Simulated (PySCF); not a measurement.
Gas-phase reaction: 3 SnH2 + 2 F2 → SnF2 + 2 SnH3F

Method: PySCF energies (xtb for GFN2) plus ideal-gas RRHO corrections (1 bar). † marks an energy on the PBE0/def2-TZVP geometry and frequencies; other levels use their own. MP2 and CCSD(T) freeze the core. All species are closed-shell singlets. B3LYP is the form with VWN-RPA correlation. Sn: scalar-relativistic def2 core potential, no spin-orbit coupling. SnH2, SnH3F: computed as isolated molecules; such fragments, hydroxides, amides, oligomers or adducts are transient or little studied in the gas. MP2 isn't extrapolated to the basis-set limit. CCSD(T) isn't extrapolated to the basis-set limit.

| level | ΔH°(298 K), kJ |
|---|---|
| B3LYP/def2-TZVP† | -1508 |
| CCSD(T)/def2-TZVPP† | ___ |
| GFN2-xTB | ___ |
| HF/def2-TZVP† | -1600 |
| MP2/def2-SVP† | ___ |
| MP2/def2-TZVPP† | -1618 |
| PBE/def2-SVP | -1414 |
| LDA/def2-TZVP† | -1575 |
| ωB97X-V/def2-TZVP† | ___ |

What belongs in the gaps?


- CCSD(T)/def2-TZVPP†, ΔH°(298 K), kJ: -1535
- GFN2-xTB, ΔH°(298 K), kJ: -1083
- MP2/def2-SVP†, ΔH°(298 K), kJ: -1573
- ωB97X-V/def2-TZVP†, ΔH°(298 K), kJ: -1572
